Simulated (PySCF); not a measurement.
# How methods differ on the excitation energy of Ti

Ti [Ar] 3d2 4s2 (3F) → Ti [Ar] 3d1 4s2 5s1 (3D), as a difference of total energies. Computed with PySCF 2.14 in aug-cc-pVTZ (8s7p5d3f2g, 93 functions), with no relativity, point nucleus. Correlated levels: valence: [Ar] frozen. The calculations carry no spin-orbit coupling.

```json
{"method": "UHF", "excitation energy (cm⁻¹)": "58873"}
{"method": "LDA", "excitation energy (cm⁻¹)": "66873"}
{"method": "PBE", "excitation energy (cm⁻¹)": "66139"}
{"method": "PBE0", "excitation energy (cm⁻¹)": "65382"}
{"method": "r2SCAN", "excitation energy (cm⁻¹)": "69123"}
{"method": "B97-3", "excitation energy (cm⁻¹)": "65717"}
{"method": "wB97M-V", "excitation energy (cm⁻¹)": "64562"}
{"method": "CAM-B3LYP", "excitation energy (cm⁻¹)": "65888"}
{"method": "r2SCANh", "excitation energy (cm⁻¹)": "68510"}
{"method": "MP2 (valence)", "excitation energy (cm⁻¹)": "59405"}
{"method": "SCS-MP2 (valence)", "excitation energy (cm⁻¹)": "58509"}
```

The upper state lies above the first ionisation limit, where it may autoionise and the basis confines it. A Rydberg-like electron needs more diffuse functions than a valence basis has.

The promoted electron is Rydberg-like, and one or two diffuse shells describe it only roughly, which tends to raise the upper state.
